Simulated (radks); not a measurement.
Results of a calculation; reference values are marked as such.
Ionisation of neutral ruthenium, [Kr] 4d7 5s1, to [Kr] 4d7 as the strength of local exchange is varied. Code: a radial shooting solver on a logarithmic mesh with Libxc functionals. Model: scalar-relativistic Kohn-Sham, Slater X-alpha exchange (alpha = 2/3 is LDA exchange), no correlation, spin-polarised, spherical densities, point nucleus; open shells are filled with parallel spins first (spin-orbit coupling, left out, can overturn this in heavy ions).

alpha  E(Ru) (hartree)  exchange (hartree)  IE (eV)  -e of the level emptied (eV)  <r> of it (bohr)
0.587      -4507.34619          -109.48391    6.852                    3.885 (5s)             3.407
0.639      -4517.07260          -119.44520    7.171                    4.184 (5s)             3.355
0.65       -4519.13285          -121.55784    7.239                    4.249 (5s)             3.344
0.667      -4522.31876          -124.82657    7.345                    4.350 (5s)             3.327
0.672      -4523.25623          -125.78882    7.377                    4.380 (5s)             3.323
0.691      -4526.82041          -129.44897    7.496                    4.494 (5s)             3.304
x          -4541.29395          -144.34012    7.990                    4.970 (5s)             3.231

Which alpha was used in the last row?

Answer. alpha = 0.768. NIST Atomic Spectra Database: 7.361 eV (measured). The Delta-SCF value meets it near alpha = 0.67. Open shells are spherical and high-spin; term and fine-structure splittings are not resolved.
